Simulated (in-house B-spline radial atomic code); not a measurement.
**Ionising Tc⁴⁺ with different functionals**

Computed with a radial B-spline atomic code at the basis-set limit: scalar-relativistic (spin-free X2C) Hamiltonian, Fermi nucleus of rms radius 4.41117 fm, spin-polarised at highest spin, spherical fractional occupations for the functionals, and exact exchange of hybrids averaged over the configuration. The ionisation energy is the difference of two self-consistent energies, [Kr] 4d3 → [Kr] 4d2, without Breit or QED terms; ε is the level of the shell that loses the electron (its least bound occupied spin orbital). There is no spin-orbit coupling in this Hamiltonian.

```tsv
method	rung	ΔSCF (eV)	-ε(4d) (eV)
PBE0	global hybrid	57.60	52.27
B3LYP	global hybrid	57.54	51.79
TPSSh	global hybrid	?	?
BHandHLYP	global hybrid	?	?
r2SCAN0	global hybrid	57.64	52.39
B97-1	global hybrid	57.38	51.71
HSE06	range-separated hybrid	57.58	51.84
CAM-B3LYP	range-separated hybrid	57.50	53.66
LC-wPBE	range-separated hybrid	57.60	55.22
```

(1) What does TPSSh give?

(2) What does BHandHLYP give?

(3) Among the functionals, which spreads more, the ΔSCF values or the orbital energies?

(4) How do they compare with the NIST value?

Results:

(1) ΔSCF 57.52 eV, and -ε(4d) = 51.00 eV.

(2) ΔSCF 57.34 eV, and -ε(4d) = 54.00 eV.

(3) The orbital energies: ΔSCF values span about 0.30 eV and the orbital energies 4.22 eV; here energy differences depend much less on the functional than eigenvalues do.

(4) NIST lists 57 eV ± 1.9 (tabulated theory, ground level to ground level). Errors run from +0.34 to +0.64 eV; all lie within about twice that uncertainty, so the table can't rank the methods.
